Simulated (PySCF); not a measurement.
## Radial density of Rh²⁺ (rhodium, charge +2)

M06-L, [Kr] 4d6 5s1, 5s spin antiparallel (an excited configuration). All numbers are calculated (PySCF 2.14, scalar relativity through the core potential, in aug-cc-pVTZ-PP with ECP28MDF). This is the valence pseudo-density: the core potential removes the inner electrons and smooths the orbitals near the nucleus.

```json
{"r (bohr)": "0.0178", "4πr²ρ (e/bohr)": "1.159e-05", "4πr²(ρα − ρβ)": "0.0000"}
{"r (bohr)": "0.0299", "4πr²ρ (e/bohr)": "2.934e-05", "4πr²(ρα − ρβ)": "0.0000"}
{"r (bohr)": "0.0504", "4πr²ρ (e/bohr)": "6.830e-05", "4πr²(ρα − ρβ)": "0.0000"}
{"r (bohr)": "0.0847", "4πr²ρ (e/bohr)": "0.0002248", "4πr²(ρα − ρβ)": "0.0000"}
{"r (bohr)": "0.142", "4πr²ρ (e/bohr)": "0.001999", "4πr²(ρα − ρβ)": "0.0005"}
{"r (bohr)": "0.240", "4πr²ρ (e/bohr)": "0.03073", "4πr²(ρα − ρβ)": "0.0091"}
{"r (bohr)": "0.403", "4πr²ρ (e/bohr)": "0.7535", "4πr²(ρα − ρβ)": "0.1435"}
{"r (bohr)": "0.678", "4πr²ρ (e/bohr)": "9.201", "4πr²(ρα − ρβ)": "1.4223"}
{"r (bohr)": "1.14", "4πr²ρ (e/bohr)": "13.06", "4πr²(ρα − ρβ)": "3.4394"}
{"r (bohr)": "1.92", "4πr²ρ (e/bohr)": "3.092", "4πr²(ρα − ρβ)": "0.8673"}
{"r (bohr)": "3.23", "4πr²ρ (e/bohr)": "0.4394", "4πr²(ρα − ρβ)": "-0.2462"}
{"r (bohr)": "5.43", "4πr²ρ (e/bohr)": "0.009730", "4πr²(ρα − ρβ)": "-0.0092"}
{"r (bohr)": "9.13", "4πr²ρ (e/bohr)": "1.715e-05", "4πr²(ρα − ρβ)": "0.0000"}
```

Energies and moments cover only the electrons outside the core potential. With the s spin flipped the determinant is a mixture of two multiplicities, not a spectroscopic state.
